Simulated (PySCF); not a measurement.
Two-component Hartree-Fock for In²⁷⁺ (indium, charge +27)

Start: [Ar] 3d4; 3d3/2 filled at m_j = -3/2, -1/2, +1/2, +3/2. Calculated with PySCF 2.14 in an uncontracted even-tempered set (16 s from 4 bohr⁻², ratio 2.8; 12 p from 5.2 bohr⁻², ratio 2.8; 8 d from 5.2 bohr⁻², ratio 2.8; 3 f from 18 bohr⁻², ratio 3): generalised Hartree-Fock with the X2C-1e Hamiltonian and a Gaussian nucleus; one run each with spin-orbit coupling (SO) switched off, then screened by Boettger's factors.

| spinor shell | electrons | ε, spin-free (eV) | ε, screened SO (eV) | weight of nominal j (screened SO) | rms radius, screened SO (bohr) |
| --- | --- | --- | --- | --- | --- |
| 1s1/2 | 2 | -29244.6 | -29241.3 | 1.000 | 0.0340 |
| 2s1/2 | 2 | -5431.7 | -5430.2 | 1.000 | 0.138 |
| 2p1/2 | 2 | -4990.0 | -5143.4 | 0.999 | 0.120 |
| 2p3/2 | 4 | -4990.0 | -4918.0 | 0.999 | 0.124 |
| 3s1/2 | 2 | -1834.7 | -1834.2 | 1.000 | 0.349 |
| 3p1/2 | 2 | -1683.2 | -1726.7 | 0.965 | 0.340 |
| 3p3/2 | 4 | -1683.2 | -1662.5 | 0.983 | 0.350 |
| 3d3/2 | 4 | -1500.2 | -1500.5 | 0.866 | 0.311 |

```
   quantity    spin-free  screened SO
E (hartree)  -5417.84884  -5419.50119
        M_J            0            0
       ⟨J²⟩        4.002        1.074
       ⟨L²⟩        6.001        3.905
       ⟨S²⟩        6.000        3.904
```

The determinant has a definite M_J but mixes levels of different J.

Each row is a mean over spinors that exchange with the open shell spreads, by up to 16.225 eV (3s1/2).

Rows whose weight is well below 1 are mixtures of j = l ± 1/2: exchange outweighs spin-orbit coupling there, and the label is only the starting occupation.

Breit and QED terms are absent; they matter most for the inner s and p1/2 levels.

Densities and radii are taken from the X2C orbitals without a picture-change correction, which distorts them close to the nucleus.

Without spin-orbit coupling the j labels of p, d and f shells carry no meaning; the spin-free column gives the mean over the occupied spinors of each nl shell, and its ⟨J²⟩ belongs to a mixture of degenerate components.
